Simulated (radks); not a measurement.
The numbers below are computed, except where a source is named.
Q: These are the eigenvalues of the occupied orbitals of an atom or ion with whole-number occupations (hartree). Code: a radial shooting solver on a logarithmic mesh with Libxc functionals. Model: scalar-relativistic Kohn-Sham, SCAN, spin-unpolarised, spherical densities, finite nucleus; meta-GGA in the generalised Kohn-Sham scheme; Fermi nuclear charge, rms radius of each element as measured or else 0.836 A^(1/3) + 0.57 fm.

1s: -1539.262
2s: -248.5607
2p: -222.2804
3s: -54.11001
3p: -45.72121
3d: -33.96977
4s: -11.04850
4p: -8.29286
4d: -4.34660
5s: -1.69475
5p: -1.03011
6s: -0.29454
4f: -0.24216

Which element is it, and in what charge state? The configuration may be excited.

A: Z = 59, praseodymium, charge +1: Pr+ in [Xe] 4f3 6s1. The list shows which subshells hold electrons but not how many an open one holds; the 1s level, -1539.3 hartree, gives Z - s = 55.5 by -(Z - s)^2/2, which with screening and relativity narrows Z to a few neighbours, and the depths of the outer levels then fix element, charge and occupations together.
